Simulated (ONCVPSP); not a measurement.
## Cutoff test, carbon (C), ONCV

* Element: carbon (C)
* Generator: ONCVPSP 4.0.1
* Type: optimised norm-conserving Vanderbilt (ONCV)
* Functional: LDA (Perdew-Wang 92)
* Relativity: scalar-relativistic
* Frozen core: [He]
* Valence charge: 4
* Reference configuration: 2s2 2p2
* Partial waves: 2s: rc 1.00 bohr, ncon 4, nbas 9, qcut 5 1/bohr, 2 projectors, debl 1.4 Ha; 2p: rc 2.80 bohr, ncon 5, nbas 9, qcut 5.6 1/bohr, 2 projectors, debl 2 Ha
* Local potential: polynomial inside 0.95 bohr (lpopt 5, dvloc0 2 Ha)
* Core correction: polynomial model core, fcfact 0.25

**Question.** For each optimised wave give the share of its norm inside rc, the residual kinetic energy above qcut (Ha) and the cutoffs (Ha) for errors of 10, 1, 0.1 and 0.01 mHa per electron.

**Answer.**

```json
{"wave": "2s", "norm inside rc": "0.203", "residual KE": "6.9e-03", "10 mHa": "11.2", "1 mHa": "41.8", "0.1 mHa": "210.4", "0.01 mHa": "245.3"}
{"wave": "s projector 2", "norm inside rc": "0.102", "residual KE": "6.8e-03", "10 mHa": "11.1", "1 mHa": "57.7", "0.1 mHa": "282.1", "0.01 mHa": "324.5"}
{"wave": "2p", "norm inside rc": "0.857", "residual KE": "2.9e-07", "10 mHa": "7.5", "1 mHa": "10.0", "0.1 mHa": "12.0", "0.01 mHa": "13.5"}
{"wave": "p projector 2", "norm inside rc": "0.222", "residual KE": "2.4e-05", "10 mHa": "9.7", "1 mHa": "12.4", "0.1 mHa": "14.3", "0.01 mHa": "21.8"}
```

The occupied waves need 42 Ha and 210 Ha for 1 and 0.1 mHa. Its largest configuration-test error is +1344 meV.
